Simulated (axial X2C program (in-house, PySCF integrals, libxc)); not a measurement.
## How the levels of NdCl⁺ (f3 s1 d(πδ)0 orbitals) move with the bond length

Calculated with an axial X2C code built on PySCF integrals: two-component X2C with atomic mean-field Coulomb and Gaunt terms, basis Nd dyall-v3z, Cl dyall-v3z (cores contracted in-house). Orbitals come from Hartree–Fock averaged over the configuration Nd f3 s1 d(πδ)0; CI then distributes these electrons over the f, s, d(πδ) shells of Nd.

At R = 2.442 Å:

```csv
Ω,energy (cm⁻¹),g∥,configuration
6,0,8.39,100% f3 d(πδ)1
5,360,6.79,100% f3 d(πδ)1
4,710,5.11,98% f3 d(πδ)1
3,1167,3.41,98% f3 d(πδ)1
7,1533,12.53,100% f3 d(πδ)1
2,1708,1.77,98% f3 d(πδ)1
6,1808,10.76,100% f3 d(πδ)1
5,2108,8.85,98% f3 d(πδ)1
1,2257,0.38,98% f3 d(πδ)1
4,2482,6.99,98% f3 d(πδ)1
0,2566,0.00,98% f3 d(πδ)1
3,2920,5.19,98% f3 d(πδ)1
8,3169,16.51,100% f3 d(πδ)1
2,3362,3.51,98% f3 d(πδ)1
```

g∥ is the magnitude of 2⟨Lz + ge Sz⟩ for the +Ω component. The lowest 14 levels at most are listed.

At R = 2.271 Å:

```json
{"Ω": "6", "energy (cm⁻¹)": "0", "g∥": "8.38", "configuration": "100% f3 d(πδ)1"}
{"Ω": "5", "energy (cm⁻¹)": "399", "g∥": "6.78", "configuration": "100% f3 d(πδ)1"}
{"Ω": "4", "energy (cm⁻¹)": "748", "g∥": "5.07", "configuration": "96% f3 d(πδ)1"}
{"Ω": "3", "energy (cm⁻¹)": "1218", "g∥": "3.36", "configuration": "94% f3 d(πδ)1 + 6% f3 s1"}
{"Ω": "7", "energy (cm⁻¹)": "1515", "g∥": "12.52", "configuration": "100% f3 d(πδ)1"}
{"Ω": "2", "energy (cm⁻¹)": "1778", "g∥": "1.68", "configuration": "92% f3 d(πδ)1 + 8% f3 s1"}
{"Ω": "6", "energy (cm⁻¹)": "1825", "g∥": "10.77", "configuration": "100% f3 d(πδ)1"}
{"Ω": "5", "energy (cm⁻¹)": "2117", "g∥": "8.82", "configuration": "94% f3 d(πδ)1 + 6% f3 s1"}
{"Ω": "1", "energy (cm⁻¹)": "2359", "g∥": "0.21", "configuration": "88% f3 d(πδ)1 + 11% f3 s1"}
{"Ω": "4", "energy (cm⁻¹)": "2407", "g∥": "4.99", "configuration": "80% f3 s1 + 20% f3 d(πδ)1"}
{"Ω": "4", "energy (cm⁻¹)": "2509", "g∥": "6.71", "configuration": "78% f3 d(πδ)1 + 22% f3 s1"}
{"Ω": "3", "energy (cm⁻¹)": "2637", "g∥": "3.81", "configuration": "92% f3 s1 + 8% f3 d(πδ)1"}
{"Ω": "2", "energy (cm⁻¹)": "2660", "g∥": "2.50", "configuration": "90% f3 s1 + 10% f3 d(πδ)1"}
{"Ω": "1", "energy (cm⁻¹)": "2701", "g∥": "1.21", "configuration": "88% f3 s1 + 12% f3 d(πδ)1"}
```

The lowest level lies 3506 cm⁻¹ above the lowest at the first distance.

Problem. How does the gap from the lowest to the fifth level change between the two distances?

Solution. From 1533 to 1515 cm⁻¹, a factor of 0.99.

Dynamic correlation is missing, so gaps between terms are too wide and other configurations may lie lower; the lowest level listed is that of this model, not necessarily the ground state. The lowest levels belong to f3 d(πδ)1, not to the averaged configuration, so orbitals and distance suit them less well. At most 4 roots were kept for each Ω > 0 (twice that for Ω = 0) within 2.2 eV of the lowest, so higher up levels can be missing between those listed; levels with Ω > 0 are doubly degenerate and listed once, Ω = 0 levels singly. States that fill the shells left empty in the average are placed too high.
